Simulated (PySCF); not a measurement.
One molecule, one basis, several functionals.

CH₁₁PSi₃.
SMILES: `[SiH3]C[Si@@H]([SiH3])P`

Torsions of this conformer, `[SiH3:1][CH2:2][Si@@H:3]([SiH3:4])[PH2:5]`: Si1–C2–Si3–Si4 -55°, H–P5–Si3–C2 44°, H–P5–Si3–C2 -50°.

PySCF, pcSseg-1 basis, density fitting, gas phase, PBE0-D3(BJ)/def2-SVP geometry. One functional is left out:

```json
{"functional": "B97-D", "exact exchange (%)": "0", "HOMO energy (eV)": "-6.37", "LUMO energy (eV)": "-0.69", "dipole moment (D)": "1.576"}
{"functional": "BLYP", "exact exchange (%)": "0", "HOMO energy (eV)": "-6.24", "LUMO energy (eV)": "-0.65", "dipole moment (D)": "1.523"}
{"functional": "BP86", "exact exchange (%)": "0", "HOMO energy (eV)": "-6.53", "LUMO energy (eV)": "-0.92", "dipole moment (D)": "1.620"}
{"functional": "LDA", "exact exchange (%)": "0", "HOMO energy (eV)": "-6.51", "LUMO energy (eV)": "-1.03", "dipole moment (D)": "1.668"}
{"functional": "OPBE", "exact exchange (%)": "0", "HOMO energy (eV)": "-6.42", "LUMO energy (eV)": "-0.69", "dipole moment (D)": "1.662"}
{"functional": "PBE", "exact exchange (%)": "0", "HOMO energy (eV)": "-6.42", "LUMO energy (eV)": "-0.83", "dipole moment (D)": "1.609"}
{"functional": "B3LYP", "exact exchange (%)": "20", "HOMO energy (eV)": "-7.29", "LUMO energy (eV)": "-0.17", "dipole moment (D)": "1.571"}
{"functional": "B97-2", "exact exchange (%)": "21", "HOMO energy (eV)": "-7.30", "LUMO energy (eV)": "-0.02", "dipole moment (D)": "1.640"}
{"functional": "PBE0", "exact exchange (%)": "25", "HOMO energy (eV)": "-7.53", "LUMO energy (eV)": "-0.03", "dipole moment (D)": "1.662"}
{"functional": "BHandHLYP", "exact exchange (%)": "50", "HOMO energy (eV)": "-8.48", "LUMO energy (eV)": "0.91", "dipole moment (D)": "1.611"}
```

Problem. Predict the row of mPW1PW91 (25 % exact exchange) by straight lines through the other rows, and check it.

Solution. 
```json
{"property": "HOMO energy (eV)", "line": "-7.47", "computed": "-7.56", "computed − line": "-0.09", "PBE0 (25 %), for comparison": "-7.53"}
{"property": "LUMO energy (eV)", "line": "0.04", "computed": "-0.02", "computed − line": "-0.06", "PBE0 (25 %), for comparison": "-0.03"}
{"property": "dipole moment (D)", "line": "1.618", "computed": "1.653", "computed − line": "+0.035", "PBE0 (25 %), for comparison": "1.662"}
```

Problem. Which of these properties follows the share of exact exchange most closely, and which least?

Solution. Most closely the HOMO energy, least the dipole moment; the correlations over the tabulated rows are HOMO energy -0.993, LUMO energy 0.979, dipole moment 0.099. The HOMO energy moves by -0.419 eV for every 10 %. Functionals with the same share still differ in their other parts: at 0 % BLYP and BP86 differ by 0.29 eV in it.
